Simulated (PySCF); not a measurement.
# Working out the ionisation energy of Zn²⁺

Zn²⁺ [Ar] 3d10 (1S) → Zn³⁺ [Ar] 3d9 (2D). Computed with PySCF 2.14 in def2-TZVPPD, with no relativity, point nucleus. Frozen: [Ne]. Energies in hartree (1 hartree = 27.21139 eV):

| part | Zn²⁺ (lower) | Zn³⁺ (upper) |
| --- | --- | --- |
| UHF | -1776.916798 | -1775.545066 |
| CCSD correlation | -0.669609 | -0.581052 |
| (T) | -0.010543 | -0.007332 |

Q: What does Hartree-Fock give?

A: (-1775.545066) − (-1776.916798) = 1.371732 hartree = 37.327 eV.

Q: What do CCSD and CCSD(T) give?

A: The CCSD correlation energies differ by 0.088557 hartree = 2.410 eV and the triples by 0.003211 hartree = 0.087 eV, so CCSD gives 39.737 eV and CCSD(T) 39.824 eV.

A first-order spin-orbit estimate adds -0.139 eV to CCSD(T) (valence and next inner shell), giving 39.685 eV against 39.723 eV (measured; NIST Atomic Spectra Database, ionization energies).

The calculation is non-relativistic.

What remains against the reference includes basis incompleteness, the frozen core and higher excitations.
